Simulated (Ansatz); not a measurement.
AgCl₄, that is [AgCl4]- with one electron fewer. Charge 0, multiplicity 2. Geometry r2SCAN-D4/def2-SVPD, that of the charge -1 singlet; atoms count from 1.

```tsv
atom	x (Å)	y (Å)	z (Å)
Ag1	0.0004	-0.0001	-0.0001
Cl2	1.8913	0.0677	-1.3790
Cl3	-1.1283	1.4219	-1.4785
Cl4	-1.8910	-0.0673	1.3783
Cl5	1.1276	-1.4223	1.4792
```

In the def2 sets Ag takes a core potential; there is no spin–orbit coupling.

Question: Estimate the Mulliken populations from the PBE0/def2-TZVPD orbitals of Ansatz.

Answer: 
```
atom  charge (e)  spin (α − β)  d electrons
 Ag1        0.25         -0.03         9.44
 Cl2       -0.06          0.26            –
 Cl3       -0.06          0.26            –
 Cl4       -0.06          0.26            –
 Cl5       -0.06          0.26            –
```
Mulliken values and Mayer orders depend strongly on the basis. With diffuse functions, as here, like atoms can get unlike values, and bond orders can come out too low or too high.

Question: Where does the spin sit?

Answer: Summed by element: Ag -0.03, Cl 1.03, of 1 unpaired in all. Largest on single atoms: Cl4 0.26, Cl3 0.26, Cl5 0.26.

Question: And the Mayer bond orders between bonded heavy atoms (over 0.3)?

Answer: Ag1–Cl2 0.69 (2.34 Å); Ag1–Cl3 0.69 (2.34 Å); Ag1–Cl4 0.69 (2.34 Å); Ag1–Cl5 0.69 (2.34 Å).
